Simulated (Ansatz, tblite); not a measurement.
Cost and result up the ladder for BeMe(SiH3) (CH₆BeSi) (9 atoms). Total charge 0; singlet. Geometry: r2SCAN-D4/def2-TZVP.

```xyz
9

Be    0.1871   -0.1855   -0.1023
C     1.2440   -1.2935   -0.7798
H     0.7167   -2.1228   -1.2661
H     1.9144   -1.7427   -0.0377
H     1.8850   -0.8405   -1.5455
Si   -1.2113    1.2630    0.7653
H    -0.5236    2.3463    1.5290
H    -2.1762    0.6305    1.7132
H    -2.0361    1.9452   -0.2761
```

Ansatz on 4 threads of Intel Xeon on a shared host; xTB runs through tblite on one thread. Times are rough, summed over both states, and most runs start from the orbitals of an earlier one. PBE0-D4/def2-TZVP serves as the yardstick here, not as an exact answer. The other state is a doublet.

The xTB rows come from tblite.

Raw xTB energies of ions are shifted by several eV.

```
                          level  functions  vertical IE (eV)  difference from PBE0-D4/def2-TZVP (eV)
PBE0-D4/def2-TZVP (with forces)        123              9.79                                    0.00
               PBE-D4/def2-TZVP        123              9.58                                   -0.21
            r2SCAN-D4/def2-TZVP        123              9.64                                   -0.15
                       GFN1-xTB         29             13.72                                    3.93
                       GFN2-xTB         23             12.21                                    2.42
```

(1) Estimate how long each takes.

## Answers

(1) GFN1-xTB 0.028 s; GFN2-xTB 0.03 s; PBE-D4/def2-TZVP 5.6 s; PBE0-D4/def2-TZVP (with forces) 7.6 s; r2SCAN-D4/def2-TZVP 8.3 s. On shared hardware such times vary by a factor of up to 3.
